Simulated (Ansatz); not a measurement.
C2H4Si, SMILES `C=C[SiH]` (C–C–Si–H torsion 179°) (charge 0, multiplicity 1).

Calculation: Ansatz (a first-principles code) with CAM-B3LYP/cc-pVTZ // B3LYP-D3(BJ)/def2-TZVP.

Ansatz 0.2 input:
```yaml
crystal:
  periodic: [false, false, false]
  atoms:
    - { symbol: C, position_ang: [-0.837669, -0.548261, -0.58162] }
    - { symbol: C, position_ang: [-0.050223, 0.04525, 0.327407] }
    - { symbol: Si, position_ang: [1.58195, 0.771537, -0.25748] }
    - { symbol: H, position_ang: [-1.794738, -0.998613, -0.333486] }
    - { symbol: H, position_ang: [-0.542887, -0.604477, -1.625901] }
    - { symbol: H, position_ang: [-0.39707, 0.071574, 1.357753] }
    - { symbol: H, position_ang: [2.040636, 1.262989, 1.113328] }
basis:
  gaussian: { orbitals: cc-pVTZ }
hamiltonian:
  xc: cam_b3lyp
```

Output:

```
Functional definition: CAM-B3LYP
852 factors; their error is unknown
225 factors; integrals over basis functions are off by at most 1.7e-5 eV
mean field evaluation 1: about -10010.0825 eV, gradient 4.1e1 eV
mean field evaluation 2: about -10009.7870 eV, gradient 4.1e1 eV
mean field evaluation 4: about -10014.1323 eV, gradient 6.0e-1 eV
mean field evaluation 8: about -10014.1478 eV, gradient 1.9e-1 eV
mean field evaluation 16: about -10014.1479 eV, gradient 4.3e-5 eV
mean field -10014.14789878 eV, -368.0131474468 hartree, gradient 4.3e-5 eV, S^2 0.000000; 0 other end points of the search recorded, 0 dependent functions left out
reference -10014.14800736 eV, -368.0131514373 hartree; 15, 15 occupied and 135, 135 virtual orbitals, 852 factors
Total energy: -10014.14800736 eV, -368.0131514373 hartree
```
